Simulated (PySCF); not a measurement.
Species: C10H10.
Bonds: C1–C2 (triple), C2–C3, C3–C4, C4–C5 (double), C5–C6, C6–C7, C7–C8 (double), C6–C9, C9–C10, C4–C8, C6–C10. Hydrogens: H11 on C1; H12, H13 on C3; H14 on C5; H15 on C7; H16 on C8; H17, H18 on C9; H19, H20 on C10.

The same species was optimised twice, with GFN2-xTB and with PBE0-D3(BJ)/def2-SVP (PySCF), and the same property calculations (PySCF, gas phase) were run on both structures.

```csv
coordinate,GFN2-xTB,PBE0-D3(BJ)/def2-SVP,change
C1≡C2 (Å),1.196,1.211,+0.015
C4–C8 (Å),1.451,1.465,+0.014
C2–C3 (Å),1.451,1.461,+0.010
C7=C8 (Å),1.343,1.352,+0.009
C4=C5 (Å),1.347,1.355,+0.008
C6–C10 (Å),1.518,1.525,+0.007
C6–C9 (Å),1.518,1.524,+0.006
C6–C7 (Å),1.470,1.476,+0.006
C5–C6 (Å),1.470,1.475,+0.005
C3–C4 (Å),1.498,1.502,+0.004
C9–C10 (Å),1.481,1.479,-0.002
C2–C3–C4 (°),110.8,113.4,+2.6
C3–C4–C8 (°),123.4,124.2,+0.8
C3–C4–C5 (°),127.8,127.1,-0.7
C5–C6–C7 (°),104.6,105.2,+0.6
C9–C6–C10 (°),58.4,58.0,-0.4
C6–C7–C8 (°),108.7,108.4,-0.3
C7–C6–C10 (°),122.2,121.9,-0.3
C5–C6–C10 (°),122.3,122.1,-0.2
C2–C3–C4–C5 (°),125,126,+1
```

Rotational constants: A = 3864, B = 727.3, C = 695.4 MHz (GFN2-xTB) against A = 3877, B = 708.1, C = 675.2 MHz (PBE0-D3(BJ)/def2-SVP). Point groups within 0.08 Å: C1 and C1.

On the GFN2-xTB structure: HOMO (eV) -6.21 [PBE0/pcSseg-1]; LUMO (eV) -0.58 [PBE0/pcSseg-1]; dipole (D) 1.51 [PBE0/pcSseg-1]; GIAO shielding of C1 (ppm) 111.6 [PBE0/pcSseg-1]; GIAO shielding of C2 (ppm) 99.6 [PBE0/pcSseg-1]; GIAO shielding of C3 (ppm) 163.8 [PBE0/pcSseg-1]; GIAO shielding of C4 (ppm) 40.2 [PBE0/pcSseg-1]; GIAO shielding of C5 (ppm) 45.1 [PBE0/pcSseg-1]; GIAO shielding of C6 (ppm) 146.2 [PBE0/pcSseg-1]; GIAO shielding of C7 (ppm) 37.8 [PBE0/pcSseg-1]; GIAO shielding of C8 (ppm) 48.2 [PBE0/pcSseg-1].

Question: What do these properties become on the PBE0-D3(BJ)/def2-SVP structure?

Answer: 
```csv
property,level,on GFN2-xTB,on PBE0-D3(BJ)/def2-SVP,change
HOMO (eV),PBE0/pcSseg-1,-6.21,-6.22,-0.01
LUMO (eV),PBE0/pcSseg-1,-0.58,-0.63,-0.05
dipole (D),PBE0/pcSseg-1,1.51,1.56,+0.05
"energy, GFN2-xTB geometry as zero (kcal/mol)",PBE0/pcSseg-1,0.0,-0.6,-0.6
GIAO shielding of C1 (ppm),PBE0/pcSseg-1,111.6,110.0,-1.6
GIAO shielding of C2 (ppm),PBE0/pcSseg-1,99.6,99.1,-0.5
GIAO shielding of C3 (ppm),PBE0/pcSseg-1,163.8,161.9,-1.9
GIAO shielding of C4 (ppm),PBE0/pcSseg-1,40.2,38.3,-1.9
GIAO shielding of C5 (ppm),PBE0/pcSseg-1,45.1,42.4,-2.7
GIAO shielding of C6 (ppm),PBE0/pcSseg-1,146.2,145.7,-0.5
GIAO shielding of C7 (ppm),PBE0/pcSseg-1,37.8,35.6,-2.2
GIAO shielding of C8 (ppm),PBE0/pcSseg-1,48.2,45.7,-2.5
```

The heavy atoms differ by 0.048 Å rms after alignment. Among bonds between heavy atoms C1≡C2 and C4–C8 change most and about equally (+0.014 to +0.015 Å). Changes are differences of the printed values. Neither structure is proved a minimum here.

The values belong to the conformer `[CH:1]#[C:2][CH2:3][C:4]1=[CH:5][C:6]2([CH:7]=[CH:8]1)[CH2:9][CH2:10]2`: C2–C3–C4–C5 126°.
